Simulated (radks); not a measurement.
Mo9+, configuration [Ar] 3d10 4s2 4p3 (the NIST ground configuration).

All-electron calculation, scalar-relativistic Kohn-Sham, LB94 model potential, spin-polarised, spherical densities, finite nucleus; open shells are filled with parallel spins first (spin-orbit coupling, left out, can overturn this in heavy ions); Fermi nuclear charge, rms radius 4.4091 fm. Program: a radial shooting solver on a logarithmic mesh with Libxc functionals.

Energy parts (hartree):
| part | energy |
|---|---|
| kinetic | 4164.41352 |
| electron-nucleus | -9520.94317 |
| Hartree | 1450.28522 |
(The LB94 potential has no energy functional, so no total or exchange-correlation energy is given.)

Orbitals (lengths in bohr, moments of r in powers of bohr; r(90%) holds 90 % of the orbital's charge):
orbital	occ.	eigenvalue (hartree)	<r^4>	<1/r>	r(90%)
1s up	1	-739.0031	7.145e-06	43.59	0.0629
1s down	1	-739.0046	7.144e-06	43.59	0.0629
2s up	1	-110.2260	0.001315	9.822	0.237
2s down	1	-110.2114	0.001315	9.820	0.237
2p up	3	-99.38637	0.0009391	9.567	0.217
2p down	3	-99.36276	0.0009394	9.566	0.217
3s up	1	-23.94269	0.06722	3.367	0.630
3s down	1	-23.93085	0.06779	3.360	0.632
3p up	3	-20.37199	0.07328	3.214	0.646
3p down	3	-20.36348	0.07397	3.207	0.647
3d up	5	-14.55599	0.07664	3.002	0.653
3d down	5	-14.55329	0.07741	2.996	0.655
4s up	1	-7.97713	1.941	1.353	1.46
4s down	1	-7.94965	1.870	1.376	1.44
4p up	3	-6.90300	2.558	1.251	1.57
4p down	0	-6.85785	2.469	1.274	1.55

The highest occupied level is 4p up at -187.84 eV. Summed over all electrons, <r^2> = 10.19 bohr^2, which gives a Langevin (diamagnetic) susceptibility term of -8.07 x 10^-6 cm^3/mol. The density falls to 0.001 e/bohr^3 at r = 2.30 bohr. Spin moment in Bohr magnetons: 3. For comparison, the ionisation energy in NIST's Atomic Spectra Database is 186 eV (semi-empirical). In exact Kohn-Sham theory the highest level is minus the ionisation energy, but local and semilocal functionals leave it too shallow, through self-interaction and a potential that decays too fast; potentials with the right tail come closer. The electron density at the nucleus is 9.275e+04 e/bohr^3 (large components only). The spin density at the nucleus is -3.430 e/bohr^3 (1s -1.199, 2s 1.760, 3s 3.172, 4s -7.164).
